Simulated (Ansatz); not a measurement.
Calculated with Ansatz (gas phase, PBE0-D4/def2-TZVP geometries, no zero-point term in ΔE). CBS: MP2 limit from def2 TZ/QZ plus the TZ coupled-cluster correction, frozen cores. This one scheme is used for every species. Functionals use def2-TZVPP. B3LYP here is the variant with VWN-RPA as its local correlation; programs differ in this. Each species was taken in one conformer, which may not be the lowest.

Consider the ligand exchange at the Si–Cl bond: `C[SiH](N)Cl` + CH₃NH₂ → `CN[SiH](C)N` + HCl.

```csv
level,ΔE (kJ/mol),difference from CCSD(T)/CBS
PBE-D4,55.9,3.9
r2SCAN-D4,56.1,4.1
PBE0-D4,55.9,3.9
B3LYP-D4,51.6,-0.4
ωB97X-V,54.2,2.2
ωB97M-V,53.8,1.8
B2PLYP,55.2,3.2
PBE,60.1,8.1
r2SCAN,57.8,5.8
PBE0,59.7,7.7
B3LYP,57.8,5.8
HF/def2-TZVPP,60.4,8.4
MP2/def2-TZVPP,51.4,-0.6
SCS-MP2/def2-TZVPP,51.4,-0.6
CCSD/def2-TZVPP,49.4,-2.6
CCSD(T)/def2-TZVPP,48.8,-3.2
HF/def2-QZVPP,59.9,7.9
MP2/def2-QZVPP,53.1,1.1
SCS-MP2/def2-QZVPP,53.1,1.1
HF/CBS(def2),59.9,7.9
MP2/CBS(def2),54.6,2.6
CCSD/CBS(def2),52.5,0.5
CCSD(T)/CBS,52.0,0
```

Largest T1 diagnostic among the species: 0.010.

The D4 term adds −6.2 kJ/mol with B3LYP and −3.8 kJ/mol with PBE0; it sums over pairs of atoms, weighted by their polarisabilities, and B3LYP, whose exchange is more repulsive, gets the larger term. In def2-TZVPP, CCSD(T) changes the Hartree–Fock value by −11.6 kJ/mol (the triples alone add −0.5 kJ/mol) and MP2 by −9.0 kJ/mol.
